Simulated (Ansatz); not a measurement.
Bi2Te3⁻. Charge -1, multiplicity 2. Geometry r2SCAN-D4/def2-SVPD; atoms count from 1.

Cartesian coordinates in Å:
```
Bi 1.082 -1.508 0.379
Bi 0.706 0.934 -1.489
Te -1.680 -1.565 0.951
Te 1.960 1.176 1.142
Te -2.069 0.963 -0.983
```

In the def2 sets Bi, Te take a core potential; there is no spin–orbit coupling. Another isomer (doublet) lies 0.03 eV lower at PBE0-D4/def2-TZVPD; other spin states weren't run for this one.

Question: Estimate the Mulliken populations from the PBE0/def2-TZVPD orbitals of Ansatz.

Answer: 
```csv
atom,charge (e),spin (α − β)
Bi1,0.15,0.07
Bi2,0.15,0.07
Te3,-0.42,0.43
Te4,-0.45,-0.01
Te5,-0.42,0.43
```
Mulliken values and Mayer orders depend strongly on the basis. With diffuse functions, as here, like atoms can get unlike values, and bond orders can come out too low or too high.

Question: Where does the spin sit?

Answer: Summed by element: Bi 0.14, Te 0.86, of 1 unpaired in all. Largest on single atoms: Te5 0.43, Te3 0.43, Bi1 0.07.

Question: And the Mayer bond orders between bonded heavy atoms (over 0.3)?

Answer: Bi1–Bi2 0.76 (3.10 Å); Bi1–Te3 1.17 (2.82 Å); Bi1–Te4 0.89 (2.92 Å); Bi2–Te4 0.89 (2.92 Å); Bi2–Te5 1.17 (2.82 Å); Te3–Te5 0.53 (3.21 Å).
